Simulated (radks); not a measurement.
Q: Coherent X-ray form factor from a spherical all-electron density. Method: Dirac Kohn-Sham, PBE, spin-unpolarised, spherical densities, point nucleus; computed with a radial shooting solver on a logarithmic mesh with Libxc functionals.

sin(theta)/lambda (1/angstrom),f0 (electrons)
0.05,68.769
0.1,65.941
0.15,62.646
0.2,59.225
0.25,55.741
0.3,52.292
0.4,45.906
0.5,40.472
0.6,35.908
0.8,28.711
1,23.503
1.25,19.211
1.5,16.550
2,13.058

The species is in the configuration that NIST lists as its ground one. Which atom or ion scatters so?

A: Neutral ytterbium, [Xe] 4f14 6s2. Extrapolating in s^2 from the first two rows gives f0(0) = 69.7, near the electron count 70; among species with that count, the fall with angle is slower the higher Z, and the table is that of Z = 70; from so few rows the species is fixed only to a neighbour or two.
